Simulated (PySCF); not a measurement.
Unknown compound

The spectra below were simulated for a compound C₅H₇N₃O₂Si.

¹H NMR (600 MHz, computed): δ 10.14 (s, 1H), 4.93 (s, 3H), 4.36 (s, 3H).

¹³C{¹H} NMR (computed): δ 178.5 (C), 169.6 (C), 160.5 (CH), 148.7 (C), 55.4 (CH3).

[PySCF 2.14.0 with density-fitted response routines: structure optimised with GFN2-xTB; PBE0/pcSseg-1 with gauge-including orbitals; no relativistic terms; one conformer; no solvent; equivalent nuclei averaged]

δ = σ(ref) − σ, references computed at the same level: ¹H, ¹³C against TMS.

Propose a structure and justify it.

## Answers


1. The formula gives 5 degrees of unsaturation (1 ring in the answer).
2. 5 carbon signals for 5 carbons: no two carbons are equivalent.
3. Carbon types of the structure: 3 × C, 1 × CH, 1 × CH3, leaving 3 H on heteroatoms.
4. δC 178.5: ester carbonyl carbon; it is a carbonyl in resonance with an O or N lone pair, the region of acids, esters and amides.
5. δC 169.6, 148.7: substituted aromatic carbon next to a ring nitrogen.
6. δC 160.5: aromatic CH between two ring heteroatoms.
7. δC 55.4: methyl carbon bonded to O; deshielded by the electronegative neighbour.
8. δH 10.14: hydrogen on an aromatic CH between two ring heteroatoms; it sits in the deshielding region of the aromatic ring current.
9. δH 4.93: hydrogen on a silicon bonded to C.
10. δH 4.36: hydrogen on a methyl carbon bonded to O; its carbon carries O, an electronegative neighbour.

These data were computed for `COC(=O)c1ncnnc1[SiH3]`.

This is the structure that produced the data.

Shifts are as computed. Against solution values, carbons near 30 ppm lie about +3 ppm off and those near 130 ppm about +5 ppm. Of 1211 compounds with measured shifts, 218 miss one by over three times the rms of a fit or turn the order of signals round; such compounds aren't used in these exercises. No couplings were computed; multiplicities are counted from neighbouring protons, with m where these are inequivalent, close in shift, in a saturated or five-membered ring or joined by F or P, and br s for small geminal =CH2 splittings.
